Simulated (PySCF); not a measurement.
**Choosing a basis for TDDFT**

Compound: BCl3.
Bonds: Cl1–B2, B2–Cl3, B2–Cl4.

TDDFT with PBE0 (PySCF), vertical singlets, core orbitals frozen in the response, spherical d and f functions. Isolated species at its PBE0-D3(BJ)/def2-SVP geometry, gas phase.

Q: How do the low singlets change with the basis? Take 6-31G*, def2-SVP, 6-31+G*, def2-SVPD, aug-cc-pVDZ, def2-TZVP, def2-TZVPD and aug-cc-pVTZ.

A: 

```
      basis  functions  diffuse  S1 (eV)  S2 (eV)  S3 (eV)  S4 (eV)  S5 (eV)  LUMO (eV)  α (au)
     6-31G*         68       no     5.75     6.61     6.61     7.16     7.16      -1.71    39.9
   def2-SVP         68       no     5.90     6.78     6.78     7.38     7.39      -1.38    36.7
    6-31+G*         84      yes     5.73     6.60     6.60     7.10     7.10      -1.81    45.6
  def2-SVPD        101      yes     5.67     6.57     6.57     7.05     7.05      -1.88    54.9
aug-cc-pVDZ        104      yes     5.71     6.58     6.58     7.06     7.06      -1.78    54.1
  def2-TZVP        142       no     5.70     6.56     6.56     7.08     7.08      -1.72    48.6
 def2-TZVPD        175      yes     5.64     6.50     6.50     6.98     6.98      -1.83    55.7
aug-cc-pVTZ        196      yes     5.70     6.55     6.55     7.03     7.03      -1.79    55.3
```

States are compared by their number. Against the largest diffuse basis here (aug-cc-pVTZ, itself not a converged limit), sets without diffuse functions differ by up to 0.20 eV in S1 and 0.35 eV in S5; the smaller diffuse sets differ by up to 0.05 and 0.07 eV. State by state, the largest deviation of a set without diffuse functions is S1 0.20, S2 0.22, S3 0.22, S4 0.35, S5 0.35 eV. The same number needn't mean the same state in each row. Against aug-cc-pVTZ the polarisability deviates by -28% in 6-31G*, -34% in def2-SVP, -18% in 6-31+G*, -1% in def2-SVPD, -2% in aug-cc-pVDZ, -12% in def2-TZVP, +1% in def2-TZVPD.
